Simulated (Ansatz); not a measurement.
Start from `F[SiH2][O][GeH3]` and change one atom or group to get `F[SiH](F)[O][GeH3]`.

Ansatz, PBE0-D4/def2-TZVP geometries, multiplicity 1. Each molecule was computed in one conformer, which needn't be the lowest.

Scalar relativity is left out up to krypton.

```csv
property,`F[SiH2][O][GeH3]`
HOMO–LUMO gap (ωB97M-V/def2-TZVPP) / eV,12.78
LUMO energy (PBE/def2-TZVPP) / eV,-1.02
HOMO energy (PBE/def2-TZVPP) / eV,-7.37
HOMO–LUMO gap (PBE0/def2-TZVPP) / eV,8.70
LUMO energy (PBE0/def2-TZVPP) / eV,-0.13
LUMO energy (ωB97M-V/def2-TZVPP) / eV,1.67
```

Task: Give the same properties after the change, and the shifts. (Best estimate.)

Result: Computed: 
```
                               property  `F[SiH](F)[O][GeH3]`  shift
HOMO–LUMO gap (ωB97M-V/def2-TZVPP) / eV                 13.34   0.56
      LUMO energy (PBE/def2-TZVPP) / eV                 -1.06  -0.04
      HOMO energy (PBE/def2-TZVPP) / eV                 -7.86  -0.49
   HOMO–LUMO gap (PBE0/def2-TZVPP) / eV                  9.21   0.51
     LUMO energy (PBE0/def2-TZVPP) / eV                 -0.17  -0.04
  LUMO energy (ωB97M-V/def2-TZVPP) / eV                  1.65  -0.02
```
